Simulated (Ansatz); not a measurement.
A search over several starts for the lowest SCF solution of the cluster PtCl2 at the given spin, in a small basis.

```yaml
crystal:
  periodic: [false, false, false]
  atoms:
    - {symbol: Pt, position_ang: [-0.192816, -0.639684, 0.110887]}
    - {symbol: Cl, position_ang: [1.917400, -0.176899, 0.245397]}
    - {symbol: Cl, position_ang: [-1.724583, 0.816583, -0.356285]}
basis:
  gaussian: {orbitals: def2-SVP}
magnetization: {spin_polarized: true, initial_magnetization: 0}
hamiltonian: {xc: pbe0, dispersion: d4}
output: {orbitals: {seedname: orbitals}}
```

```sh
$ ansatz run in.yaml --threads 4 --pin off --events-out ev --progress --plain --max-ram 3916MiB
```

Shortened log:

```
Functional definition: PBE0
642 factors; integrals over basis functions are off by at most 6.4e-4 eV
mean field evaluation 1: about -28275.9813 eV, gradient 9.8e0 eV
mean field evaluation 2: about -28275.4828 eV, gradient 1.5e1 eV
mean field evaluation 4: about -28276.4276 eV, gradient 1.1e0 eV
mean field evaluation 8: about -28276.5805 eV, gradient 1.6e-2 eV
mean field evaluation 16: about -28276.5805 eV, gradient 4.3e-5 eV
mean field evaluation 32: about -28276.6532 eV, gradient 5.2e-2 eV
mean field evaluation 64: about -28276.1953 eV, gradient 2.7e0 eV
mean field -28276.65329008 eV, -1039.1478418063 hartree, gradient 7.4e-6 eV, S^2 0.530802; 8 other end points of the search recorded, 0 dependent functions left out
reference -28276.65331743 eV, -1039.1478428117 hartree; 26, 26 occupied and 42, 42 virtual orbitals, 642 factors
Total energy: -28276.73321848 eV, -1039.1507791208 hartree
```

It took 6 s on 4 threads of Arm Neoverse V1 on a shared host.

Other converged states that the search met: 0.07 eV higher (⟨S²⟩ = 0.00).

In the def2 sets Pt takes a core potential; there is no spin–orbit coupling. The unrestricted singlet has broken spin symmetry (⟨S²⟩ up to 0.53). At PBE0-D4/def2-TZVP a triplet of charge 0 lies 0.56 eV below the unrestricted singlet, which stands at the restricted singlet's geometry. The structure comes from a short search, and lower isomers may exist.
